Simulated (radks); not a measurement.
Values are calculated unless marked as measured or tabulated.
Species: Si6+. Configuration: [He] 2s2 2p4 (the NIST ground configuration).

Level of theory: Dirac Kohn-Sham, PBEsol, spin-unpolarised, spherical densities, point nucleus; open shells fill j = l - 1/2 first (a radial shooting solver on a logarithmic mesh with Libxc functionals).

Energy parts (eV):
total: -7393.810
kinetic: 7420.441
electron-nucleus: -16550.609
Hartree: 2178.613
exchange-correlation: -442.255

Orbitals (lengths in bohr, moments of r in powers of bohr):
1s1/2: occ. 2; eigenvalue (eV) -1943.082; <r^2> 0.01666
2s1/2: occ. 2; eigenvalue (eV) -270.6329; <r^2> 0.3359
2p1/2: occ. 2; eigenvalue (eV) -230.6499; <r^2> 0.2894
2p3/2: occ. 2; eigenvalue (eV) -229.8693; <r^2> 0.2913

The highest occupied level is 2p3/2 at -229.87 eV. Summed over all electrons, <r^2> = 1.866 bohr^2, which gives a Langevin (diamagnetic) susceptibility term of -1.48 x 10^-6 cm^3/mol. For comparison, the ionisation energy in NIST's Atomic Spectra Database is 246.57 eV (semi-empirical). In exact Kohn-Sham theory the highest level is minus the ionisation energy, but local and semilocal functionals leave it too shallow, through self-interaction and a potential that decays too fast; potentials with the right tail come closer. The density falls to 0.001 e/bohr^3 at r = 1.59 bohr.

Beside tabulated values, note that spin-unpolarised runs miss the spin-polarisation part of the exchange energy of open shells.
